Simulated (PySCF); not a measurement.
**Highest orbital energy against ionisation energy along group 14**

Calculated with PySCF 2.14, no spin-orbit coupling. Each cell gives −ε(HOMO) / ΔSCF in eV; NIST values include spin-orbit coupling, (s) semi-empirical, (t) theoretical.

```
                                  species              UHF              LDA              PBE             PBE0           r2SCAN  NIST (lowest levels)
     C⁺ (aug-cc-pwCVDZ, non-relativistic)  24.795 / 24.099  17.777 / 24.701  17.927 / 24.792  19.753 / 24.771  18.597 / 24.925                24.383
    Si⁺ (aug-cc-pwCVDZ, non-relativistic)  16.179 / 15.821  12.083 / 16.367  12.196 / 16.409  13.330 / 16.427  12.555 / 16.500                16.346
Ge⁺ (aug-cc-pwCVDZ-PP with ECP10MDF, ECP)  15.550 / 15.230  11.641 / 15.802  11.647 / 15.691  12.767 / 15.735  12.040 / 15.912                15.935
Sn⁺ (aug-cc-pwCVDZ-PP with ECP28MDF, ECP)  14.014 / 13.728  10.680 / 14.388  10.621 / 14.213  11.619 / 14.247  10.952 / 14.367                14.633
Pb⁺ (aug-cc-pwCVDZ-PP with ECP60MDF, ECP)  13.439 / 13.179  10.302 / 13.889  10.203 / 13.688  11.163 / 13.713  10.505 / 13.780                15.032
```

How far is −ε(HOMO) from ΔSCF on average for each method, and why?

UHF 0.38 eV; LDA -4.53 eV; PBE -4.44 eV; PBE0 -3.25 eV; r2SCAN -4.17 eV. Hartree-Fock orbital energies lack relaxation and so exceed the ΔSCF value; semilocal functionals have convex E(N) from self-interaction, so their HOMO lies far too high; exact exchange moves hybrids part of the way back.
